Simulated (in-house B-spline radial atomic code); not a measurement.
# Ionising the chlorine ion Cl⁶⁺ with different functionals

Computed with an all-electron radial atomic-structure program (B-spline basis): non-relativistic Hamiltonian, point nucleus, spin-polarised at highest spin, spherical fractional occupations for the functionals, the average over the highest-spin determinants for Hartree-Fock. The ionisation energy is the difference of two self-consistent energies, [Ne] 3s1 → [He] 2s2 2p6, without Breit or QED terms; ε is the level of the shell that loses the electron (its least bound occupied spin orbital).

```
           method                    rung  ΔSCF (eV)  -ε(3s) (eV)
     Hartree-Fock            Hartree-Fock     113.36       113.40
    HF fractional            Hartree-Fock     113.36       113.40
         LDA VWN5                     LDA     114.54       107.05
         LDA PW92                     LDA     114.53       107.05
LDA exchange-only                     LDA     113.49       106.03
              PBE                     GGA     114.69       106.97
           PBEsol                     GGA     114.29       106.86
             BLYP                     GGA     115.10       107.12
             RPBE                     GGA     114.58       106.85
             PW91                     GGA     114.79       107.12
             BP86                     GGA          ?            ?
             AM05                     GGA     114.12       106.84
             OLYP                     GGA     114.64       106.89
             TPSS                meta-GGA     114.18       106.95
             SCAN                meta-GGA     113.83       107.37
           r2SCAN                meta-GGA     113.72       107.30
            M06-L                meta-GGA     112.74       106.80
          revTPSS                meta-GGA          ?            ?
             PBE0           global hybrid     114.44       108.71
            B3LYP           global hybrid     115.00       108.64
            TPSSh           global hybrid     114.13       107.64
           M06-2X           global hybrid     114.36       111.09
        BHandHLYP           global hybrid     114.70       110.56
          r2SCAN0           global hybrid     113.79       108.97
            B97-1           global hybrid     114.01       108.16
            HSE06  range-separated hybrid     114.48       108.36
            wB97X  range-separated hybrid     112.82       111.15
        CAM-B3LYP  range-separated hybrid     114.99       110.53
          LC-wPBE  range-separated hybrid     114.64       112.07
```

Question: What does revTPSS give?

Answer: ΔSCF 113.98 eV, and -ε(3s) = 106.94 eV.

Question: What does BP86 give?

Answer: ΔSCF 114.27 eV, and -ε(3s) = 107.06 eV.

Question: Among the functionals, which spreads more, the ΔSCF values or the orbital energies?

Answer: The orbital energies: ΔSCF values span about 2.36 eV and the orbital energies 6.04 eV.

Question: How do they compare with the NIST value?

Answer: NIST lists 114.201 eV (measured, ground level to ground level). Errors run from -1.46 to +0.89 eV; TPSS is closest (-0.02 eV), but part of that can be cancellation, since the calculations leave out relativity, Breit-QED terms. Hartree-Fock also lacks correlation.
